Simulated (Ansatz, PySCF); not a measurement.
This PySCF input computes a PBE/def2-TZVPD energy:

```python
from pyscf import gto, scf, dft

mol = gto.M(
    atom='''
    Si    0.42284829   -0.06539214    0.24138975
    Cl    0.32740414    1.60782671   -1.05753397
    Cl   -0.18479628   -1.64131461   -1.04048785
    Cl   -1.30933621    0.21391873    1.43197618
    O     1.73931324   -0.26897926    0.99291494
    ''',
    basis='def2-tzvpd',
    charge=-1,
    spin=0,
    verbose=4,
)

mf = dft.RKS(mol, xc='pbe').density_fit(auxbasis='def2-universal-jkfit')
mf.grids.level = 3
mf.conv_tol = 1e-9
mf.max_cycle = 100
mf.max_memory = 1500
mf.kernel()
if not mf.converged:
    mf = mf.newton()
    mf.kernel(mf.make_rdm1())
mf.analyze()
```

### Question
Write an input for the same energy in Ansatz (a program for electronic structure) and say what it gives.

### Answer

Ansatz 0.2 input:
```yaml
crystal:
  periodic: [false, false, false]
  atoms:
    - {symbol: Si, position_ang: [0.42284829, -0.06539214, 0.24138975]}
    - {symbol: Cl, position_ang: [0.32740414, 1.60782671, -1.05753397]}
    - {symbol: Cl, position_ang: [-0.18479628, -1.64131461, -1.04048785]}
    - {symbol: Cl, position_ang: [-1.30933621, 0.21391873, 1.43197618]}
    - {symbol: O, position_ang: [1.73931324, -0.26897926, 0.99291494]}
basis:
  gaussian:
    orbitals: def2-TZVPD
hamiltonian:
  xc: {name: PBE}
total_charge: -1
output: {forces: true}
```
It gives -1744.90671 Eh, and PySCF -1744.90678 Eh, a difference of 0.07 mEh, from the treatment of integrals and grids.

It need not be the lowest isomer of its formula. Whether it binds its extra electron was not tested at this geometry.
